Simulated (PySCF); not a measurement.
Sn(Cl)2(NH2)2 (Cl₂H₄N₂Sn), SMILES [Cl][Sn]([NH2])([NH2])[Cl]. Coordinates come from a r2SCAN-D4/def2-SVP optimisation. The structure was generated by enumeration; whether it is a known compound was not checked. The def2 effective core potentials stand for the cores of Sn; spin–orbit coupling is left out. Other conformers were not sampled.

Computed equilibrium geometry at r2SCAN-D4/def2-SVP (PySCF confirms it by a frequency run) as Cartesian coordinates in Å, and its point group (one conformer of several):
point group C2.
```xyz
9

N      0.3599    -1.6141    -1.4269
Sn     0.0000     0.0000    -0.2621
N     -0.3599     1.6141    -1.4269
Cl     1.8940     0.1517     1.1346
Cl    -1.8940    -0.1517     1.1346
H     -0.4948    -1.9561    -1.8706
H      0.7495    -2.3827    -0.8777
H      0.4948     1.9561    -1.8706
H     -0.7495     2.3827    -0.8777
```
Charge 0, spin multiplicity 1.
